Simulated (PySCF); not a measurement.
# Spin states of HfF

Unrestricted PBE0; Hf def2-TZVPPD with ECP60, F def2-TZVPPD; scalar-relativistic core potentials (PySCF 2.14). Outer shells of the fragments: Hf 5d2 6s2; F 2s2 2p5.

Followed along the bond (rough minima from three points):

| 2Ms+1 | unpaired | ⟨S²⟩ at the start | R at minimum (Å) | Te (eV) |
| --- | --- | --- | --- | --- |
| 2 | δ ↑ | 0.81 | 1.87 | 0.00 |
| 2 | π ↑ | 1.12 | 1.91 | 0.58 |
| 4 | σ ↑, δ ↑↑ | 3.75 | 1.89 | 0.90 |
| 4 | σ ↑, π ↑, δ ↑ | 3.75 | 1.92 | 1.10 |
| 4 | σ ↑, π ↑, δ ↑ | 3.75 | 1.92 | 1.11 |
| 2 | σ ↑ | 0.75 | 1.92 | 1.42 |

Solutions found at the starting distance of 2.015 Å, counted from the lowest of them; the search is not exhaustive and high or unbound solutions are not listed, so other states can lie among these:

```
2Ms+1       unpaired   term  E (eV)  ⟨S²⟩  ⟨Lz²⟩  μ (D)
    2            δ ↑     ²Δ    0.00  0.81   4.01  -2.38
    2            π ↑  mixed    0.45  1.12   1.82  -2.34
    4      σ ↑, δ ↑↑    ⁴Σ⁻    0.82  3.75   0.00  -4.08
    4  σ ↑, π ↑, δ ↑  mixed    0.93  3.75   4.91  -2.47
    4  σ ↑, π ↑, δ ↑  mixed    0.94  3.75   5.01  -2.54
    2            σ ↑    ²Σ⁺    1.25  0.75   0.00  -0.50
```

A term symbol is given only where ⟨S²⟩ and ⟨Lz²⟩ are close to those of a pure state; real π, δ and φ orbitals otherwise mix terms. A positive dipole means Hf(−)F(+).

Q: Compare the gap between the two lowest followed solutions at the starting distance with the gap between their minima.

A: At PBE0 the second solution (Ms = 0.5 of mixed spin, unpaired electrons π ↑) lies +0.45 eV from the first (doublet, unpaired electrons δ ↑) at 2.015 Å and +0.58 eV at the minima; the two curves relax by different amounts, since their minima lie near 1.91 and 1.87 Å.

Spin–orbit coupling is left out. The state is the lowest single determinant that the PBE0 search found; with open d or f shells the true ground state can be another one.
